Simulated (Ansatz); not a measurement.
Breaking the Te1–I3 bond in HITe (SMILES [TeH]I) (multiplicity 1 held, fragments rigid). Energies count from the point at 2.725 Å.
Geometry at that point (charge 0, multiplicity 1):
```xyz
3

Te     0.44278     0.90829     0.91299
H      0.69537     2.07817    -0.24429
I     -0.44755    -0.93036    -0.89116
```

R- and RO- levels are restricted; in cc, def2 and unpolarised 6-31G sets they are followed outwards from rest. Unrestricted levels (U-) break spin symmetry where that is lower. Left out are points that failed, MP2 points in a non-variational dive below the minimum, coupled-cluster points behind a sign of a changed root (a jump of the amplitudes, or a one-step jump against full CI or MRCI), small-basis points behind a change of solution, and semi-empirical points at long bonds. Curves can end on different states.

Correlated levels freeze the cores. Filled d and f shells under p-block atoms count as core.

Run with Ansatz (an electronic-structure program).  In def2 rows elements past Kr take small-core potentials, without spin–orbit coupling.

Energies in kcal/mol.

| R (Å) | U-r2SCAN/def2-TZVPP | R-CCSD/def2-TZVPP | R-CCSD(T)/def2-TZVPP | U-CCSD(T)/def2-TZVPP |
|---|---|---|---|---|
| 2.180 | 66.9 | 72.5 | 72.9 | 72.9 |
| 2.453 | 10.1 | 11.8 | 12.1 | 12.1 |
| 2.725 | 0.0 | 0.0 | 0.0 | 0.0 |
| 2.998 | 7.1 | 6.4 | 5.8 | ___ |
| 3.271 | 18.8 | 18.2 | 16.7 | 18.7 |
| 3.679 | 33.7 | 35.6 | 31.5 | 35.2 |
| 4.088 | 41.9 | 47.9 | 39.5 | ___ |
| 4.770 | 46.6 | 57.9 | 39.8 | ___ |
| 5.451 | 48.3 | 61.5 | 35.3 | 43.7 |
| 6.269 | left out | 62.9 | 31.7 | 44.0 |
| 7.359 | 49.3 | 63.5 | 29.6 | 44.1 |
| 8.722 | 49.4 | 63.8 | 28.7 | 44.2 |

Q: What belongs in the gaps?

A: 
- 2.998, U-CCSD(T)/def2-TZVPP: 6.1
- 4.770, U-CCSD(T)/def2-TZVPP: 43.1
- 4.088, U-CCSD(T)/def2-TZVPP: 41.4

Doubts at one or more of the structures used: a spin-contaminated determinant (U-r2SCAN/def2-TZVPP, U-CCSD(T)/def2-TZVPP); a restricted determinant that unrestricted orbitals would lower (R-CCSD/def2-TZVPP, R-CCSD(T)/def2-TZVPP); other coupled-cluster roots lie near (R-CCSD/def2-TZVPP, R-CCSD(T)/def2-TZVPP); T1 above 0.05 (R-CCSD/def2-TZVPP, R-CCSD(T)/def2-TZVPP, U-CCSD(T)/def2-TZVPP); the program's own flag: other amplitudes (U-CCSD(T)/def2-TZVPP).
